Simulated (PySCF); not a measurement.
PySCF job for Ge(F)(Cl)(OH)2 (ClFGeH₂O₂), SMILES [Cl][Ge]([F])([OH])[OH], PBE-D3(BJ)/def2-SVP. Geometry optimised at PBE-D3(BJ)/def2-SVP. This is a generated structure with no PubChem entry under its InChIKey; it may be hypothetical. Other conformers were not sampled.

```python
import numpy as np
from pyscf import gto, scf, dft, df
from pyscf.hessian import thermo

mol = gto.M(
    atom='''
    O    -0.44391726    1.79714436    0.39072953
    Ge   -0.19943823    0.05823711    0.14987733
    O    -1.69205640   -0.63432684   -0.48306386
    F     0.21865072   -0.63041467    1.70156531
    Cl    1.39397358   -0.44115998   -1.18973349
    H     0.26278698    2.17428791    0.94988661
    H    -2.45838203   -0.16696405   -0.09590495
    ''',
    basis='def2-SVP',
    charge=0,
    spin=0,
    max_memory=1600,
    verbose=3,
)
mf = dft.RKS(mol, xc='pbe').density_fit(auxbasis='def2-universal-jkfit')
mf.disp = 'd3bj'
mf.grids.level = 3
mf.conv_tol = 1e-11
mf.max_cycle = 100
mf.kernel()

# analytic Hessian; the response equations are solved on a coarser grid
h, args, fine = mf.Hessian(), (mf.mo_energy, mf.mo_coeff, mf.mo_occ), mf.grids
h.max_memory = max(150, 2.5e-5 * df.make_auxmol(mol, mf.with_df.auxbasis).nao * mol.nelec[0] * (mol.nelec[0] + mol.nao))  # MB; small integral blocks
h1ao = h.make_h1(mf.mo_coeff, mf.mo_occ)
mf.grids = dft.Grids(mol).set(level=1).build(with_non0tab=True)
mo1, mo_e1 = h.solve_mo1(*args, h1ao)
mf.grids = fine
hess = h.hess_elec(*args, mo1, mo_e1, h1ao) + h.hess_nuc()
if mf.do_disp():
    hess += h.get_dispersion()
for i in range(mol.natm):  # the analytic DFT Hessian lacks the response of the grid: restore translational invariance
    hess[i, i] -= hess[i].sum(axis=0)
hess = (hess + hess.transpose(1, 0, 3, 2)) / 2
vib = thermo.harmonic_analysis(mol, hess, imaginary_freq=False)
thermo.dump_normal_mode(mol, vib)
th = thermo.thermo(mf, vib['freq_au'][vib['freq_au'] > 0], 298.15, 101325)
thermo.dump_thermo(mol, th)
g0 = mf.nuc_grad_method().set(verbose=0).kernel()

# dipole derivatives [dipole axis, atom, xyz] from the same response
r, irp = mol.intor('int1e_r'), mol.intor('int1e_irp').reshape(3, 3, mol.nao, mol.nao)
sl, dm0, ok = mol.aoslice_by_atom(), np.array(mf.make_rdm1()), []
dmu = np.einsum('a,xt->xat', mol.atom_charges(), np.eye(3))
for a, (_, _, p0, p1) in enumerate(sl):
    dmu[:, a] += 2 * np.einsum('xtij,ij->xt', irp[:, :, :, p0:p1], dm0.reshape(-1, mol.nao, mol.nao).sum(0)[:, p0:p1])
    for u, c, occ, f in [(mo1, mf.mo_coeff, mf.mo_occ, 4)]:
        dmu[:, a] -= f * np.einsum('tui,xuv,vi->xt', u[a], r, c[:, occ > 0], optimize=True)
L = vib['norm_mode']
ir = 974.8801 * (np.einsum('xat,kat->kx', dmu, L) ** 2).sum(1)       # km/mol
apt = np.einsum('xax->a', dmu) / 3
print('mode   freq/cm-1   IR/(km/mol)')
for k, w in enumerate(vib['freq_wavenumber']):
    print(f'{k + 1:4d} {w:11.2f} {ir[k]:13.3f}')
print('max |gradient| / (hartree/bohr):', abs(g0).max())
print('APT charges:', apt.round(4))
```

Output:

```
converged SCF energy = -2787.47778748915

WARN: DFTD3 does not support analytical Hessian, using finite difference


WARN: Mole.unit (angstrom) is changed to Bohr

Mode                                 0                   1                   2
Irrep
Freq [cm^-1]                      113.1860            126.6703            179.3530
Reduced mass [au]                   1.9357              1.4245              4.2391
Force const [Dyne/A]                0.0146              0.0135              0.0803
Char temp [K]                     162.8495            182.2504            258.0490
Normal mode                   x     y     z       x     y     z       x     y     z
       0   O                -0.05 -0.01 -0.04    0.05  0.01 -0.06   -0.11  0.01  0.07
       1  Ge                -0.01 -0.01 -0.00   -0.00 -0.00  0.01   -0.00  0.03 -0.01
       2   O                -0.07  0.04  0.08   -0.01 -0.01  0.04    0.02  0.03 -0.05
       3   F                 0.05 -0.05 -0.04   -0.05 -0.05 -0.00    0.08 -0.03 -0.06
       4  Cl                 0.04  0.01  0.03    0.01  0.04  0.00    0.00 -0.06  0.03
       5   H                 0.05  0.09 -0.25    0.39  0.14 -0.58    0.10  0.13 -0.27
       6   H                 0.00  0.53 -0.37   -0.03 -0.27  0.32   -0.01 -0.24  0.21
Mode                                 3                   4                   5
Irrep
Freq [cm^-1]                      200.2596            235.8676            242.0731
Reduced mass [au]                   3.6618             11.6854              5.1161
Force const [Dyne/A]                0.0865              0.3830              0.1766
Char temp [K]                     288.1290            339.3609            348.2893
Normal mode                   x     y     z       x     y     z       x     y     z
       0   O                 0.07  0.00  0.02   -0.01  0.04  0.01   -0.10 -0.04  0.03
       1  Ge                -0.03 -0.00 -0.04    0.02  0.05 -0.01    0.04 -0.02 -0.02
       2   O                -0.07 -0.02  0.07    0.04 -0.10  0.11   -0.05  0.09  0.07
       3   F                 0.05  0.02 -0.05   -0.08 -0.08 -0.05   -0.08  0.03  0.03
       4  Cl                 0.05  0.01  0.05    0.00 -0.03 -0.01    0.04 -0.01 -0.03
       5   H                -0.04 -0.17  0.29   -0.11  0.02  0.14   -0.14  0.03  0.03
       6   H                -0.05 -0.17  0.31    0.02  0.02 -0.08    0.04  0.00  0.36
Mode                                 6                   7                   8
Irrep
Freq [cm^-1]                      264.4641            432.7254            678.5502
Reduced mass [au]                   3.0442             29.6588             17.6836
Force const [Dyne/A]                0.1254              3.2721              4.7972
Char temp [K]                     380.5049            622.5956            976.2827
Normal mode                   x     y     z       x     y     z       x     y     z
       0   O                -0.02  0.02 -0.15   -0.00 -0.04  0.01   -0.02  0.12  0.02
       1  Ge                 0.01  0.00  0.03    0.05 -0.01 -0.04    0.02 -0.00 -0.03
       2   O                -0.00  0.06 -0.02    0.02  0.01  0.02   -0.09 -0.04 -0.04
       3   F                 0.03 -0.09 -0.02   -0.01  0.01 -0.02    0.04 -0.06  0.14
       4  Cl                -0.02  0.01  0.02   -0.10  0.03  0.08   -0.01  0.00  0.01
       5   H                -0.36  0.01  0.28    0.01 -0.01 -0.03    0.04  0.03  0.01
       6   H                 0.01 -0.15  0.25    0.06  0.06  0.01   -0.03  0.03  0.00
Mode                                 9                  10                  11
Irrep
Freq [cm^-1]                      719.4398            739.9240            895.5849
Reduced mass [au]                  17.6570             15.4421              1.1010
Force const [Dyne/A]                5.3846              4.9812              0.5203
Char temp [K]                    1035.1137           1064.5859           1288.5472
Normal mode                   x     y     z       x     y     z       x     y     z
       0   O                 0.02 -0.17 -0.02    0.02 -0.09 -0.01   -0.05  0.01 -0.03
       1  Ge                -0.02  0.05 -0.03    0.04  0.03  0.03    0.00  0.01  0.01
       2   O                 0.03  0.02  0.02   -0.16 -0.08 -0.07   -0.00 -0.02 -0.02
       3   F                 0.03 -0.05  0.11   -0.01  0.02 -0.04   -0.00 -0.00 -0.01
       4  Cl                 0.00 -0.00 -0.00   -0.00  0.00  0.00   -0.00 -0.00 -0.00
       5   H                -0.03 -0.08 -0.03   -0.05  0.06 -0.02    0.36 -0.79  0.02
       6   H                -0.01 -0.01 -0.03   -0.09  0.00  0.00    0.24  0.22  0.20
Mode                                12                  13                  14
Irrep
Freq [cm^-1]                      915.9533           3709.3333           3717.7426
Reduced mass [au]                   1.1198              1.0663              1.0667
Force const [Dyne/A]                0.5535              8.6442              8.6866
Char temp [K]                    1317.8528           5336.9048           5349.0039
Normal mode                   x     y     z       x     y     z       x     y     z
       0   O                 0.03 -0.01  0.01    0.00  0.00  0.00   -0.04 -0.03 -0.03
       1  Ge                -0.02  0.00 -0.00    0.00 -0.00 -0.00   -0.00  0.00 -0.00
       2   O                 0.02 -0.05 -0.04    0.05 -0.03 -0.02    0.00 -0.00 -0.00
       3   F                 0.00 -0.00  0.00   -0.00 -0.00 -0.00   -0.00  0.00 -0.00
       4  Cl                -0.00 -0.00 -0.00   -0.00  0.00  0.00   -0.00  0.00  0.00
       5   H                -0.14  0.34 -0.03   -0.05 -0.03 -0.04    0.69  0.39  0.55
       6   H                 0.56  0.49  0.45   -0.77  0.45  0.37   -0.06  0.03  0.03
temperature 298.1500 [K]
pressure 101325.00 [Pa]
Rotational constants [GHz] 3.42747 2.08795 2.03009
Symmetry number 1
Zero-point energy (ZPE) 0.03001 [Eh]   78780.836 [J/mol]
                           tot       elec      trans        rot        vib
Entropy [J/mol/K]       362.185      0.000    172.127    115.037     75.021
Cv [J/mol/K]             98.890      0.000     12.472     12.472     73.947
Cp [J/mol/K]            107.205      0.000     20.786     12.472     73.947
Internal energy [J/mol]                      3718.434   3718.434  91195.113
Internal energy [Eh]   -2787.44022  -2787.47779
Enthalpy [J/mol]                             6197.391   3718.434  91195.113
Enthalpy [Eh]          -2787.43928
Gibbs free energy [J/mol]                  -45122.178 -30579.871  68827.658
Gibbs free energy [Eh] -2787.48041
mode   freq/cm-1   IR/(km/mol)
   1      113.19        76.676
   2      126.67        13.829
   3      179.35         2.251
   4      200.26        32.520
   5      235.87        24.474
   6      242.07        30.600
   7      264.46        98.124
   8      432.73        62.583
   9      678.55        55.878
  10      719.44        89.835
  11      739.92       100.685
  12      895.58        69.997
  13      915.95        92.177
  14     3709.33        94.331
  15     3717.74        84.137
max |gradient| / (hartree/bohr): 0.00020638387460494574
APT charges: [-0.738   1.9468 -0.7115 -0.6011 -0.451   0.2764  0.2784]
```

Self-consistency was reached.

Cost: about 70 core-seconds (a rough figure).
